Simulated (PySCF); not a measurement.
**A single-point calculation**

PbCl2 (singlet). PySCF 2.14.0, RKS CAM-B3LYP, Pb def2-SVP with ECP60, Cl def2-SVP; non-relativistic Hamiltonian with scalar-relativistic core potentials where named; density fitting; no spin-orbit coupling. Purpose: singlet excitations, Tamm-Dancoff CAM-B3LYP.

```python
mol = gto.M(atom='''
Pb    -0.00000     0.00000    -0.62890
Cl     1.89615    -0.00000     0.97426
Cl    -1.89615     0.00000     0.97426''',
    basis={'Pb': 'def2-SVP', 'Cl': 'def2-SVP'},
    ecp={'Pb': 'def2-SVP'},
    charge=0, spin=0)
mf = dft.RKS(mol, xc='CAMB3LYP')
mf.grids.atom_grid = (50, 194)
mf = mf.density_fit()  # fitting sets: Pb def2-universal-JKFIT, Cl def2-universal-JKFIT
mf.conv_tol = 1e-08; mf.max_cycle = 55
mf.kernel(dm0)  # dm0: converged density of the relaxed state
td = mf.TDA(); td.nstates = 8; td.kernel()
```

Run from Python with OMP_NUM_THREADS=2; the lines above give its settings. Where DIIS fails, smearing, a level shift and second-order steps follow.
It took 7.6 s on 2 threads of Arm Neoverse V1 (shared host), from an already converged density.

Problem. Where do the frontier levels lie, over both spins?

Solution. HOMO -9.13 eV, LUMO -2.16 eV. 

Problem. What are the Mulliken charges and spins?

Solution. 
```tsv
atom	charge (e)	spin (e)
Pb1	0.708	0.000
Cl2	-0.354	0.000
Cl3	-0.354	0.000
```

Problem. Which singlet excitations follow (Tamm-Dancoff, 8 states)?

Solution. 
| state | eV | oscillator strength |
| --- | --- | --- |
| 1 | 3.80 | 0.0181 |
| 2 | 4.05 | 0.0000 |
| 3 | 4.63 | 0.0222 |
| 4 | 4.84 | 0.0095 |
| 5 | 5.12 | 0.0059 |
| 6 | 5.37 | 0.0000 |
| 7 | 6.08 | 0.0053 |
| 8 | 6.14 | 0.0939 |

The geometry was relaxed with PBE0 (Pb def2-SVP with ECP60, Cl def2-SVP).
